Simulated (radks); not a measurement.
The numbers below are computed, except where a source is named.
Q: Valence configurations of the platinum ion Pt3+ (all share [Xe]). Code: a radial shooting solver on a logarithmic mesh with Libxc functionals. Model: Dirac Kohn-Sham, PBEsol, spin-unpolarised, spherical densities, point nucleus; open shells fill j = l - 1/2 first. Order these by energy: 4f13.5 5d6 6p1.5; 4f12 5d7 6p2; 4f13 5d8; 4f13 5d7 6s1; 4f14 5d6.5 6s0.5; 4f13.5 5d5 6s2 6p0.5; 4f13.5 5d4 6s2 6p1.5; 4f14 5d6 6s1; 4f13.5 5d7 6p0.5; 4f14 5d7.

A: From the lowest, in eV above it: 4f14 5d7 0.000; 4f14 5d6.5 6s0.5 3.001; 4f14 5d6 6s1 6.301; 4f13.5 5d7 6p0.5 41.355; 4f13.5 5d6 6p1.5 57.465; 4f13.5 5d5 6s2 6p0.5 58.116; 4f13 5d8 70.504; 4f13.5 5d4 6s2 6p1.5 77.551; 4f13 5d7 6s1 78.092; 4f12 5d7 6p2 187.86. NIST lists [Xe] 4f14 5d7 as the ground configuration; this level of theory agrees among the configurations tried. The energies are those of spherical spin-averaged densities, not of single terms.
